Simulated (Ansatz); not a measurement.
Ideal-gas functions of BrGaH4N2 (`[NH2][Ga]([NH2])[Br]`) at 400 K and 1 bar, from an Ansatz frequency run at PBE0-D4/def2-TZVP.

Molar mass 181.67 g/mol, point group C2 (symmetry number 2), electronic degeneracy 1, moments of inertia 90.226, 312.351, 402.214 u Å². Harmonic wavenumbers (cm⁻¹, unscaled): 124, 158, 168, 249, 259, 297, 299, 357, 690, 734, 752, 807, 1555, 1565, 3611, 3612, 3717, 3717.

Use S(trans) = R[1.5 ln M + 2.5 ln T − 1.1517]; rotational temperatures θ = 24.2544 K / I; S(rot) = R[ln(√π/σ · √(T³/θAθBθC)) + 1.5]; for each mode x = 1.438777 ν̃/T, S = R[x/(eˣ − 1) − ln(1 − e⁻ˣ)] and H = RT x/(eˣ − 1); 1 cm⁻¹ = 0.0119627 kJ/mol; R = 8.31446 J/(mol·K).

Q: By hand: the entropy, in J/(mol·K).

A: Translation 179.8. Rotation: θ = 0.2688, 0.0777, 0.0603 K, giving 113.9. Vibration, mode by mode: 15.10, 13.12, 12.63, 9.50, 9.20, 8.15, 8.10, 6.78, 2.61, 2.30, 2.19, 1.87, 0.20, 0.20, 0.00, 0.00, 0.00, 0.00, in all 92.0. Electronic 0.0. Sum 385.7 J/(mol·K).

Q: By hand: H − E and G − E in kJ/mol, counted from the electronic energy.

A: Zero-point energy ½ × 22671 × 0.0119627 = 135.6; thermal vibration 19.7; translation, rotation and pV give 4 RT = 13.3. H − E = 168.6 kJ/mol, and G − E = 168.6 − 400 × 385.7/1000 = 14.3 kJ/mol.

Vibration gives 24 % of the entropy, 15.1 J/(mol·K) of it from the mode under 150 cm⁻¹: soft modes count most, and the harmonic formula is weakest for them. The sum counts one conformer and one mirror image; others add a mixing term.
